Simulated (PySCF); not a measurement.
Compound: C₃H₆N₂Si.
Numbering: `[SiH3:1][c:2]1[cH:3][nH:4][cH:5][n:6]1`

Probes without a nucleus sit at each ring's centroid and 1 Å off its mean plane on both sides; NICS is minus the shielding there, NICSzz its component along the normal. Level: GIAO PBE0/pcSseg-1 (PySCF, non-relativistic, gas phase) on the GFN2-xTB geometry, one conformer.

Ring bond lengths (Å), with Mayer bond orders in brackets: C2–C3 1.370 (1.53), C3–N4 1.365 (1.14), N4–C5 1.358 (1.16), C5–N6 1.297 (1.63), N6–C2 1.371 (1.28).

Question: Give the NICS values of each ring in ppm.

Answer: 
```csv
ring,type,NICS(0),"NICS(1), two faces","NICS(1)zz, two faces",rms pucker (Å),"centre to ring atoms, mean (Å)"
C2–C3–N4–C5–N6,5-membered ring with 2 N; formal bonds all aromatic,-13.1,-11.6 / -11.6,-31.8 / -31.8,0.00,1.15
```

Question: What do they say, and how far can they be read as aromaticity?

Answer: 
- C2–C3–N4–C5–N6: mean NICS(1)zz -31.8 ppm, shielded. The ring is flat and has no four-coordinate atom; by the NICS criterion it is aromatic.

Question: And the bond-length index? HOMA = 1 − mean of α(R − Ropt)² over the ring bonds, with Krygowski's 1993 parameters (CC: Ropt 1.388 Å, α 257.7 Å⁻²; CN: Ropt 1.334 Å, α 93.52 Å⁻²).

Answer: 
- C2–C3–N4–C5–N6: HOMA 0.90; the largest term is that of N6–C2, α(R − Ropt)² = 0.13. The geometric and the magnetic index point the same way.

Question: What is the mean of the two in-plane components of NICS at the first NICS(1) probe listed for ring C2–C3–N4–C5–N6, 1 Å off the ring?

Answer: The isotropic value is a third of the trace: (3 × -11.6 − (-31.8))/2 = -1.5 ppm.

Question: What are the shieldings of the ring atoms and their hydrogens in the same run (means over atoms taken as equivalent)?

Answer: 
| atoms | environment | σ isotropic (ppm) |
| --- | --- | --- |
| C2 | substituted aromatic carbon | 50.8 |
| C3 | aromatic CH next to a ring nitrogen | 58.1 |
| N4 | pyrrole-type nitrogen | 86.5 |
| C5 | aromatic CH next to a ring nitrogen | 48.0 |
| N6 | pyridine-type nitrogen | -48.8 |
| H on C3 | aromatic hydrogen | 24.47 |
| H on N4 | N–H hydrogen | 23.21 |
| H on C5 | aromatic hydrogen | 24.12 |

On Intel Xeon at 2.70 GHz, one thread, shared host with 64 logical CPUs at a one-minute load of 61, this took 26 s of wall time (with the writing of density and orbital grids) and 0.67 GiB of memory at its peak. This is the whole shielding run at PBE0/pcSseg-1, SCF included.
